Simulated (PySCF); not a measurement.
C$_{3}$H$_{9}$B, triplet, geometry from GFN2-xTB (a higher spin typed on purpose: for a closed-shell molecule this is an excited state).

The PySCF input:
```python
from pyscf import gto, scf, dft

mol = gto.Mole()
mol.atom = '''
    B     0.056504    0.394173    0.342159
    C     1.419549   -0.135185   -0.483721
    H     1.238968   -1.032474   -1.071874
    H     2.089372   -0.364748    0.339334
    H     1.851268    0.630049   -1.116933
    C    -0.565838   -0.649724    1.372868
    H    -0.798117   -1.618881    0.914106
    H    -1.492852   -0.288875    1.822015
    H     0.102065   -0.855387    2.211265
    C    -0.856706    0.673337   -1.039255
    H    -1.793042    1.014279   -0.608193
    H    -1.028166   -0.227191   -1.625182
    H    -0.434045    1.441789   -1.674678
'''
mol.basis = '3-21g'
mol.charge = 0
mol.spin = 2
mol.verbose = 5
mol.build()

mf = dft.UKS(mol)
mf.xc = 'hse06'
mf.kernel()
```

What is the computed Mulliken (on the basis functions themselves) charges in atom order (HSE06/3-21G in PySCF)?

B1 0.52, C2 -0.81, H3 0.22, H4 0.26, H5 0.23, C6 -0.89, H7 0.18, H8 0.20, H9 0.20, C10 -0.81, H11 0.26, H12 0.22, H13 0.23

What is the computed <S^2> (HSE06/3-21G)?

2.003

What is the computed total energy (HSE06/3-21G)?

-143.4715 Eh

Give the nuclear repulsion energy at the level HSE06/3-21G.

112.3729 Eh

What is the computed dipole moment (HSE06/3-21G)?

1.73 D

What is the computed HOMO energy (HSE06/3-21G)?

-3.53 eV

These values belong to the state on which the SCF converged, which isn't shown to be the lowest.
